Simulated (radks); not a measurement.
Charge is removed step by step from the 1s down level of Li+, starting from 1s(up 1, down 1). Method: scalar-relativistic Kohn-Sham, PBE, spin-polarised, spherical densities, point nucleus; computed with a radial shooting solver on a logarithmic mesh with Libxc functionals.

| removed (e) | E - E(0) (eV) | eigenvalue (eV) |
|---|---|---|
| 0 | 0.000 | -60.415 |
| 0.1 | 6.201 | -63.614 |
| 0.2 | 12.723 | -66.815 |
| 0.3 | 19.564 | -70.001 |
| 0.4 | 26.722 | -73.149 |
| 0.5 | 34.191 | -76.227 |
| 0.6 | 41.963 | -79.188 |
| 0.7 | 50.022 | -81.953 |
| 0.8 | 58.342 | -84.363 |
| 0.9 | 66.869 | -85.952 |

The mean slope of the eigenvalue, de/dn, is 28.4 eV per electron.
